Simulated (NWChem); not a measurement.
System: C2H5ClOSi; SMILES C(=O)C[SiH2]Cl

Here is an NWChem input.

```
start job
memory heap 200 mb stack 900 mb global 1100 mb
geometry units angstroms noautoz
  O      0.584877    -2.705407     0.410522
  C      0.575571    -1.753869    -0.323539
  C     -0.657812    -0.990745    -0.702177
  Si    -0.891443     0.602536     0.283656
  Cl     0.721051     1.857525    -0.061958
  H      1.526578    -1.356161    -0.762902
  H     -0.625228    -0.704220    -1.766774
  H     -1.545883    -1.616656    -0.511724
  H     -0.958272     0.313756     1.740788
  H     -2.129671     1.287272    -0.178362
end
basis spherical
  * library def2-svp
end
dft
  xc m06-l
  iterations 150
  mulliken
end
task dft energy
```

Excerpt of the output:

```
             Northwest Computational Chemistry Package (NWChem) 7.3.0
             --------------------------------------------------------

 C1  symmetry detected

                             Geometry "geometry" -> ""
                             -------------------------

 Output coordinates in angstroms (scale by  1.889725989 to convert to a.u.)

  No.       Tag          Charge          X              Y              Z
 ---- ---------------- ---------- -------------- -------------- --------------
    1 O                    8.0000     0.55913942    -2.70010500     0.47614048
    2 C                    6.0000     0.58211997    -1.75283947    -0.26312715
    3 C                    6.0000    -0.63323895    -0.99113117    -0.69862888
    4 Si                  14.0000    -0.90743980     0.60799750     0.26708114
    5 Cl                  17.0000     0.71949313     1.85991786    -0.01641131
    6 H                    1.0000     1.55142069    -1.35830300    -0.66365541
    7 H                    1.0000    -0.55484932    -0.71081354    -1.76249079
    8 H                    1.0000    -1.52920844    -1.61535262    -0.54276585
    9 H                    1.0000    -1.03685100     0.32772621     1.72165820
   10 H                    1.0000    -2.12413947     1.29083813    -0.25147762

 Effective nuclear repulsion energy (a.u.)     265.9630695980

                                 NWChem DFT Module
                                 -----------------

 Summary of "ao basis" -> "ao basis" (spherical)
 ------------------------------------------------------------------------------
       Tag                 Description            Shells   Functions and Types
 ---------------- ------------------------------  ------  ---------------------
 O                          def2-svp                 6       14   3s2p1d
 C                          def2-svp                 6       14   3s2p1d
 Si                         def2-svp                 8       18   4s3p1d
 Cl                         def2-svp                 8       18   4s3p1d
 H                          def2-svp                 3        5   2s1p

            General Information
            -------------------
          SCF calculation type: DFT
          Wavefunction type:  closed shell.
          No. of atoms     :    10
          No. of electrons :    56
           Alpha electrons :    28
            Beta electrons :    28
          Charge           :     0
          Spin multiplicity:     1
          Use of symmetry is: off; symmetry adaption is: off
          Maximum number of iterations: 150
          AO basis - number of functions:   103
                     number of shells:    49
          Convergence on energy requested:  1.00D-06
          Convergence on density requested:  1.00D-05
          Convergence on gradient requested:  5.00D-04

              XC Information
              --------------
                        M06-L Method XC Functional
                         M06-L Exchange Functional  1.000
                       M06-L Correlation Potential  1.000

             Grid Information
             ----------------
          Grid used for XC integration:  medium
          Radial quadrature: Mura-Knowles
          Angular quadrature: Lebedev.
          Tag              B.-S. Rad. Rad. Pts. Rad. Cut. Ang. Pts.
          ---              ---------- --------- --------- ---------
          O                   0.60       49          12.0       434
          C                   0.70       49          11.0       434
          Si                  1.10       88          10.0       590
          Cl                  1.00       88          11.0       590
          H                   0.35       45          11.0       434
          Grid pruning is: on
          Number of quadrature shells:   548
          Spatial weights used:  Erf1

      Superposition of Atomic Density Guess
      -------------------------------------

 Sum of atomic energies:        -900.49923350

      Non-variational initial energy
      ------------------------------

 Total energy =    -902.629680
 1-e energy   =   -1771.133464
 2-e energy   =     602.540715
 HOMO         =      -0.325387
 LUMO         =      -0.019886

     ---------------------------------------------
      Total Density - Mulliken Population Analysis
     ---------------------------------------------

    Atom       Charge   Shell Charges
 -----------   ------   -------------------------------------------------------
    1 O    8     8.72   1.99  1.13  0.68  3.07  1.83  0.01
    2 C    6     5.38   1.99  0.93  0.26  1.55  0.56  0.08
    3 C    6     6.49   1.99  0.98  0.24  2.08  1.17  0.02
    4 Si  14    13.15   2.00  1.99  0.97  0.21  5.93  0.99  0.88  0.19
    5 Cl  17    17.43   2.00  1.99  1.22  0.72  5.94  2.16  3.37  0.01
    6 H    1     0.96   0.69  0.25  0.02
    7 H    1     0.85   0.64  0.18  0.03
    8 H    1     0.87   0.65  0.19  0.02
    9 H    1     1.08   0.70  0.37  0.01
   10 H    1     1.08   0.70  0.37  0.01

   convergence    iter        energy       DeltaE   RMS-Dens  Diis-err
 ---------------- ----- ----------------- --------- --------- ---------
 d= 0,ls=0.0,diis     1   -903.6912847408 -1.17D+03  2.69D-02  9.24D-01
 d= 0,ls=0.0,diis     2   -903.1186903199  5.73D-01  2.11D-02  6.28D+00
 d= 0,ls=0.0,diis     3   -903.8119855022 -6.93D-01  2.76D-03  4.54D-02
 d= 0,ls=0.0,diis     4   -903.8151288364 -3.14D-03  1.31D-03  1.78D-02
 d= 0,ls=0.0,diis     5   -903.8135778496  1.55D-03  7.84D-04  1.08D-03
  Resetting Diis
 d= 0,ls=0.0,diis     6   -903.8138332064 -2.55D-04  5.61D-04  2.43D-04
 d= 0,ls=0.0,diis     7   -903.8138973273 -6.41D-05  1.87D-04  5.58D-05
 d= 0,ls=0.0,diis     8   -903.8138919592  5.37D-06  7.57D-05  1.12D-04
 d= 0,ls=0.0,diis     9   -903.8139057605 -1.38D-05  2.46D-05  1.01D-05
 d= 0,ls=0.0,diis    10   -903.8139067193 -9.59D-07  7.77D-06  5.61D-07

         Total DFT energy =     -903.813906719327
      One electron energy =    -1774.206101220728
           Coulomb energy =      674.923283710510
    Exchange-Corr. energy =      -70.494158807079
 Nuclear repulsion energy =      265.963069597970

 Numeric. integr. density =       55.999970614592

                       DFT Final Molecular Orbital Analysis
                       ------------------------------------

 Vector   26  Occ=2.000000D+00  E=-2.965911D-01
              MO Center=  1.1D-01,  1.4D+00,  4.6D-02, r^2= 3.1D+00
   Bfn.  Coefficient  Atom+Function         Bfn.  Coefficient  Atom+Function
  ----- ------------  ---------------      ----- ------------  ---------------
    72      0.367140   5 Cl py               71     -0.315264   5 Cl px
    73     -0.297224   5 Cl pz               69      0.262335   5 Cl py
    68     -0.228970   5 Cl px               99     -0.217816  10 H  s
    70     -0.214856   5 Cl pz              100     -0.163815  10 H  s
    66      0.153087   5 Cl py               94      0.135954   9 H  s

 Vector   27  Occ=2.000000D+00  E=-2.940278D-01
              MO Center=  1.8D-01,  8.1D-01,  8.1D-02, r^2= 4.0D+00
   Bfn.  Coefficient  Atom+Function         Bfn.  Coefficient  Atom+Function
  ----- ------------  ---------------      ----- ------------  ---------------
    73      0.453630   5 Cl pz               70      0.326012   5 Cl pz
    72      0.246347   5 Cl py               67      0.189951   5 Cl pz
    33      0.188078   3 C  py               94     -0.185093   9 H  s
    69      0.175111   5 Cl py               34      0.147227   3 C  pz
    36      0.141076   3 C  py                6     -0.137279   1 O  pz

 Vector   28  Occ=2.000000D+00  E=-2.294914D-01
              MO Center=  5.2D-01, -2.2D+00,  1.2D-01, r^2= 2.1D+00
   Bfn.  Coefficient  Atom+Function         Bfn.  Coefficient  Atom+Function
  ----- ------------  ---------------      ----- ------------  ---------------
     4      0.558910   1 O  px                7      0.416113   1 O  px
    79     -0.265934   6 H  s                31      0.264200   3 C  s
    80     -0.180170   6 H  s                32      0.171736   3 C  px
    35      0.149524   3 C  px               33     -0.147643   3 C  py
    18     -0.130303   2 C  px               36     -0.124324   3 C  py

 Vector   29  Occ=0.000000D+00  E=-6.232486D-02
              MO Center=  3.1D-01, -1.7D+00, -7.6D-02, r^2= 2.7D+00
   Bfn.  Coefficient  Atom+Function         Bfn.  Coefficient  Atom+Function
  ----- ------------  ---------------      ----- ------------  ---------------
    20      0.413085   2 C  pz               23      0.399971   2 C  pz
     9     -0.330176   1 O  pz                6     -0.322175   1 O  pz
    19      0.297332   2 C  py               22      0.296647   2 C  py
     8     -0.258115   1 O  py                5     -0.242409   1 O  py
   100      0.229341  10 H  s                45     -0.221749   4 Si s

 Vector   30  Occ=0.000000D+00  E=-3.338440D-03
              MO Center= -7.6D-01,  7.0D-01,  2.3D-01, r^2= 3.6D+00
   Bfn.  Coefficient  Atom+Function         Bfn.  Coefficient  Atom+Function
  ----- ------------  ---------------      ----- ------------  ---------------
    53      0.724224   4 Si px               54      0.691115   4 Si py
    64     -0.539097   5 Cl s                45      0.482930   4 Si s
    71      0.482266   5 Cl px               72      0.331591   5 Cl py
    31      0.291845   3 C  s                50      0.264631   4 Si px
    51      0.214235   4 Si py               63     -0.197166   5 Cl s

[...]
```

Level: M06-L/def2-SVP. All runs use the structure optimised with PBE0/def2-SVP.
